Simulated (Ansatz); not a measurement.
Computed with Ansatz on PBE0-D4/def2-TZVP structures; ΔE is electronic, products minus reactants. CBS: MP2 limit from def2 TZ/QZ plus the TZ coupled-cluster correction, frozen cores. DFT in def2-TZVPP. Each species was taken in one conformer, which may not be the lowest.

Reaction (isomerisation): `C=NB(F)[SiH3]` → `C[Si]1(F)BN1`

`C=NB(F)[SiH3]`:

```xyz
10

C    -1.107    1.288   -1.427
N    -0.254    0.481   -1.031
B     0.645   -0.400   -0.498
F     1.579   -0.964   -1.283
Si    0.551   -0.843    1.480
H    -2.083    0.957   -1.797
H    -0.921    2.367   -1.428
H     1.830   -0.496    2.159
H     0.310   -2.299    1.681
H    -0.550   -0.090    2.142
```

`C[Si]1(F)BN1`:

Z-matrix (Å, degrees):
```
C
Si 1 1.852
H 1 1.091 2 110.3
H 1 1.092 2 110.6 3 -120.1
H 1 1.093 2 110.5 3 120.6
F 2 1.604 1 105.8 3 -176.7
B 2 1.908 1 131.9 3 6.2
N 2 1.732 1 118.1 3 -46.8
H 7 1.188 2 164.9 1 94.1
H 8 1.011 2 150.8 1 -60.2
```

| level | ΔE (kcal/mol) |
| --- | --- |
| PBE0 | -29.3 |
| CCSD/def2-TZVPP | -28.6 |

Question: What does CCSD(T)/CBS give? (An estimate is asked.)

Answer: Ansatz gave: -31.2 kcal/mol. The listed levels differ from it by 1.9, 2.6 kcal/mol.

Largest T1 diagnostic among the species: 0.015.

From PBE to PBE0 (25 % exact exchange), in def2-TZVPP and without D4, ΔE moves by −3.4 kcal/mol. In def2-TZVPP, CCSD(T) changes the Hartree–Fock value by −6.0 kcal/mol (the triples alone add −0.0 kcal/mol) and MP2 by −10.7 kcal/mol.
